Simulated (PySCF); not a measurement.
Excitation energy of Br by level of theory

Br [Ar] 3d10 4s2 4p5 (2P) → Br [Ar] 3d10 4s1 4p6 (2S), as a difference of total energies. Calculation: PySCF 2.14, in def2-TZVPPD (7s6p5d1f, 57 functions); no relativity, point nucleus. Correlated levels: valence and next inner shell: [Ne] frozen. The calculations carry no spin-orbit coupling.

```csv
method,excitation energy (eV)
UHF,14.406
MP2 (valence and next inner shell),12.406
SCS-MP2 (valence and next inner shell),12.169
CCSD (valence and next inner shell),11.141
CCSD(T) (valence and next inner shell),9.987
```

How much does correlation contribute at CCSD(T) (valence and next inner shell)?

9.987 − (14.406) = -4.419 eV, measured against UHF.

A first-order spin-orbit estimate (lowest level to lowest level, LS coupling) adds 0.136 eV.

The upper state lies above the first ionisation limit, where it may autoionise and the basis confines it.

The coupled-cluster amplitudes are large for the upper state (T1 above 0.03 or a double amplitude above 0.15), so a single reference is strained.
